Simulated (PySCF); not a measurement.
Computed IR spectrum (relative IR intensity) of a molecule C4H7BN2. Geometry optimised at PBE-D3(BJ)/def2-SVP. Other conformers were not sampled. Calculation: PBE-D3(BJ)/def2-SVP (PySCF 2.14.0). Harmonic, unscaled wavenumbers; measured fundamentals usually lie a few per cent lower.

| ν (cm⁻¹) | relative intensity |
|---|---|
| 310 | 13 |
| 445 | 12 |
| 477 | 2.1 |
| 521 | 11 |
| 671 | 8.6 |
| 702 | 14 |
| 867 | 8.3 |
| 888 | 6.6 |
| 975 | 12 |
| 1013 | 31 |
| 1130 | 54 |
| 1255 | 6.4 |
| 1265 | 100 |
| 1268 | 14 |
| 1362 | 59 |
| 1364 | 4.0 |
| 1391 | 5.3 |
| 1586 | 11 |
| 1600 | 16 |
| 2969 | 79 |
| 2973 | 17 |
| 3020 | 14 |
| 3067 | 7.7 |

Task: Identify the compound among the candidates.
(A) CC1=CC=NB1N
(B) C=C1C=NCB1N
(C) C=C1CN=CB1N
(D) CB1C=NCN=C1

Result: D, CB1C=NCN=C1
